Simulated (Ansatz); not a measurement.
C3H4O, SMILES `C=C[C]O` (excited triplet; C–C–C–O torsion 175°, C–C–O–H torsion 131°) (charge 0, multiplicity 3). This triplet is an excited state, 0.62 eV above the relaxed singlet at the level B3LYP/cc-pVTZ // PBE0-D3(BJ)/def2-TZVP (Ansatz, a program for electronic structure).

Calculation: CAM-B3LYP/cc-pVTZ // PBE0-D3(BJ)/def2-TZVP run with Ansatz.

Ansatz 0.2 input:
```yaml
crystal:
  periodic: [false, false, false]
  atoms:
    - { symbol: C, position_ang: [-1.414242, 0.157585, 0.284364] }
    - { symbol: C, position_ang: [-0.246656, -0.313514, -0.270428] }
    - { symbol: C, position_ang: [0.969206, 0.314578, -0.220135] }
    - { symbol: O, position_ang: [2.143734, -0.129113, -0.654306] }
    - { symbol: H, position_ang: [-1.441527, 1.099298, 0.817561] }
    - { symbol: H, position_ang: [-2.333832, -0.402779, 0.191611] }
    - { symbol: H, position_ang: [-0.258504, -1.267418, -0.801442] }
    - { symbol: H, position_ang: [2.581814, 0.54136, -1.19126] }
basis:
  gaussian: { orbitals: cc-pVTZ }
hamiltonian:
  xc: cam_b3lyp
magnetization:
  spin_polarized: true
  initial_magnetization: 2
```

Output:

```
Functional definition: CAM-B3LYP
899 factors; their error is unknown
228 factors; integrals over basis functions are off by at most 1.2e-5 eV
mean field evaluation 1: about -5213.1946 eV, gradient 3.5e1 eV
mean field evaluation 2: about -5213.6313 eV, gradient 3.5e1 eV
mean field evaluation 4: about -5218.6642 eV, gradient 1.9e0 eV
mean field evaluation 8: about -5218.7084 eV, gradient 1.6e-1 eV
mean field evaluation 16: about -5218.7003 eV, gradient 5.8e-4 eV
mean field -5218.70033707 eV, -191.7837000251 hartree, gradient 1.3e-5 eV, S^2 2.047214; 0 other end points of the search recorded, 0 dependent functions left out
reference -5218.70044447 eV, -191.7837039719 hartree; 16, 14 occupied and 160, 162 virtual orbitals, 899 factors
Total energy: -5218.70044447 eV, -191.7837039719 hartree
```
